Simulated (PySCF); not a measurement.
Consider trichlorogallium, `[Cl][Ga]([Cl])[Cl]` (Cl3Ga). Numbering: `[Cl:1][Ga:2]([Cl:3])[Cl:4]`

Level of theory: ωB97X-D3(BJ)/ma-def2-TZVP single points in PySCF, grid level 2; every species was optimised with PBE0-D3(BJ)/def2-SVP. The prefix ma- adds one diffuse s and one diffuse p function on all atoms but H. ωB97X-D3(BJ) is ωB97X-V with D3(BJ) in place of VV10. Zero-point and thermal terms (298.15 K, 1 bar) come from unscaled PBE0-D3(BJ)/def2-SVP harmonic frequencies, with soft modes damped to free rotors in the entropy.

Question: What are the vertical and the adiabatic ionisation energy for forming the radical cation?

Answer: 12.19 eV vertical and 11.47 eV adiabatic, the latter with zero-point energy.

Question: Where does the unpaired spin of the relaxed radical cation sit?

Answer: Cl1 (chlorine) 0.52, Cl4 (chlorine) 0.52 (intrinsic atomic orbital populations). This structure is symmetry-broken (see the note below).

Question: How far is −ε(HOMO) from the vertical value by ΔSCF?

Answer: −ε(HOMO) = 12.02 eV, which is 0.17 eV below the ΔSCF value.

Caveats: spin-orbit coupling is left out of the energies, which matters for open shells on the heavier atoms; atoms from Ga to Kr are treated without relativity; Cl1 and Cl3 are equivalent in the parent, but the relaxed radical cation is symmetry-broken (D3h to C2v), as a Jahn-Teller-type distortion or an artefact of the method; its spin populations, distances and adiabatic value belong to that structure.
